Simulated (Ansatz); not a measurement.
Consider the formal hydrolysis of the Si–Si bond: `C[SiH2][SiH](Cl)Cl` + H₂O → `O[SiH](Cl)Cl` + `C[SiH3]`.

Gas-phase electronic energies from Ansatz, PBE0-D4/def2-TZVP geometries. CCSD(T)/CBS is the MP2 limit (def2-TZVPP, def2-QZVPP) plus CCSD(T) − MP2 in def2-TZVPP, frozen cores. This one scheme is used for every species. Functionals use def2-TZVPP. B3LYP here is the variant with VWN-RPA as its local correlation; programs differ in this. HSE06 is defined as in plane-wave codes. One conformer a species, not always the lowest.

```csv
level,ΔE (kcal/mol)
revPBE-D4,-20.9
r2SCANh-D4,-26.1
CAM-B3LYP-D4,-27.8
B3LYP,-27.9
HSE06,-23.8
CAM-B3LYP,-29.5
HF/def2-SVP,-30.1
SCS-MP2/def2-TZVPP,-28.5
```

(1) What does CCSD(T)/CBS give? (Estimate.)

Largest T1 diagnostic among the species: 0.010.

Answers

(1) Computed: -25.3 kcal/mol. The listed levels differ from it by 4.4, -0.8, -2.5, -2.6, 1.5, -4.2, -4.8, -3.2 kcal/mol.

In def2-TZVPP, CCSD(T) changes the Hartree–Fock value by +6.1 kcal/mol (the triples alone add +0.8 kcal/mol) and MP2 by +5.1 kcal/mol. The D4 term adds +2.4 kcal/mol with B3LYP and +1.5 kcal/mol with PBE0; it sums over pairs of atoms, weighted by their polarisabilities, and B3LYP, whose exchange is more repulsive, gets the larger term.
